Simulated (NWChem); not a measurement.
Which level was it?

The species is AlH2I (4 atoms), meant as a singlet with charge 0. As SMILES, `[H][Al]([H])[I]`. Geometry: a GFN2-xTB relaxation, a rough one for these elements and not checked as a minimum.

```xyz
4

Al    0.1134    0.1896    0.0013
H     1.6492    0.2169    0.0106
H    -0.5891    1.5553   -0.0222
I    -1.1735   -1.9618    0.0104
```

Orbital energies are those of the mean-field step.

A calculation with NWChem 7.3.0 gave:

```yaml
total_energy: -7090.9258 Eh
dipole_moment: 2.93 D
HOMO_energy: -7.00 eV
LUMO_energy: 7.58 eV
HOMO–LUMO_gap: 14.57 eV
largest_force: 1.568 eV/Å
```

Task: Which of these levels gave the numbers?
A. PBE0/6-311G**
B. CCSD(T)/def2-SVPD (core potential)
C. HF/STO-3G
D. B2PLYP/def2-SVP (core potential)

Result: C. The others give -539.9314 Eh (CCSD(T)/def2-SVPD (core potential)), -540.8836 Eh (B2PLYP/def2-SVP (core potential)), -7162.6591 Eh (PBE0/6-311G**).
